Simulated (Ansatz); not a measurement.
Isolated molecules relaxed with PBE0-D4/def2-TZVP in Ansatz; ΔE leaves out vibrations. CCSD(T)/CBS adds triple-zeta CCSD(T) − MP2 to the extrapolated MP2 energy (def2 sets, frozen cores). DFT in def2-TZVPP. For Br, Ti outer-core shells are correlated without core-valence functions, which leaves a few kJ/mol of doubt a bond. Scalar relativity is left out up to krypton. One conformer a species, not always the lowest.

Reaction (redistribution): `C[O][AlH][F]` + `[Cl][Ti]([Cl])([Cl])[Br]` → `C[O][AlH][Br]` + `[F][Ti]([Cl])([Cl])[Cl]`

Task: Is it downhill or uphill in electronic energy at CCSD(T)/CBS, and by how much? (Best estimate.)

Result: The calculation gave: Uphill: ΔE = +16.2 kJ/mol.

Task: What do these levels give: LDA (SPW92), B97M-V, ωB97X-V, revPBE, HF/def2-TZVPP, MP2/def2-TZVPP? (An estimate is asked.)

Result: The calculation gave: LDA (SPW92) 0.4, B97M-V 1.9, ωB97X-V -9.5, revPBE -4.9, HF/def2-TZVPP -11.8, MP2/def2-TZVPP 30.0 kJ/mol.

Task: What do rigid-rotor, harmonic-oscillator terms from PBE0-D4/def2-TZVP frequencies (298.15 K, 1 bar) make of the CCSD(T)/CBS value? (An estimate is asked.)

Result: Computed: ΔZPE = +0.4 kJ/mol, ΔH = +16.0 kJ/mol, ΔS = -2 J/(mol·K), ΔG = +16.7 kJ/mol.

Largest T1 diagnostic among the species: 0.024, so the coupled-cluster value is less sure than usual.

In def2-TZVPP, CCSD(T) changes the Hartree–Fock value by +22.0 kJ/mol (the triples alone add +8.4 kJ/mol) and MP2 by +41.8 kJ/mol. Leaving LDA and LC-ωPBE aside and taking each functional with its dispersion term where it has one, the values, not all of them listed here, spread over 26.1 kJ/mol, from ωB97X-V to B2PLYP. LDA lies +3.3 kJ/mol from PBE without D4.
